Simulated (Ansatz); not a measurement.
Energy difference R1 → P1 + P2, each structure at its B3LYP-D3(BJ)/def2-TZVP stationary point, reached from a drawn start (curvature not checked).
R1: Cl4Zr (SMILES [Cl][Zr]([Cl])([Cl])[Cl]), charge 0, multiplicity 1.
P1, Cl3Zr (SMILES [Cl][Zr]([Cl])[Cl]) (charge 0, multiplicity 2):
```xyz
4

Zr     0.000     0.000     0.000
Cl     2.344    -0.010    -0.009
Cl    -1.163     2.035    -0.002
Cl    -1.180    -2.025     0.011
```
P2: Cl atom, charge 0, multiplicity 2.

P less R. No zero-point or thermal terms; singlets are restricted closed shells; open shells are unrestricted; no spin–orbit coupling. The spin states of the d-block species are the ones drawn and need not be the lowest.

Cores are frozen in the correlated methods.

The values were computed with Ansatz (Gaussian orbitals). No computed number here is a measurement. Elements past Kr take the def2 small-core potentials, without spin–orbit coupling.

PBE/def2-TZVPP gives 117.23 kcal/mol for the reaction energy.

Problem. Where do these levels fall relative to PBE: r2SCAN/def2-TZVPP, B3LYP/def2-TZVPP, wB97M-V/def2-TZVPP, B2PLYP/def2-TZVPP, MP2/def2-QZVPP, CCSD(T)/def2-QZVPP.

Solution. r2SCAN/def2-TZVPP -0.77; B3LYP/def2-TZVPP -7.37; wB97M-V/def2-TZVPP -2.60; B2PLYP/def2-TZVPP -4.91; MP2/def2-QZVPP 2.32; CCSD(T)/def2-QZVPP -4.19 kcal/mol. 1 of 6 lie above PBE; the widest gap is to B3LYP/def2-TZVPP.

Ansatz is a first-principles code.
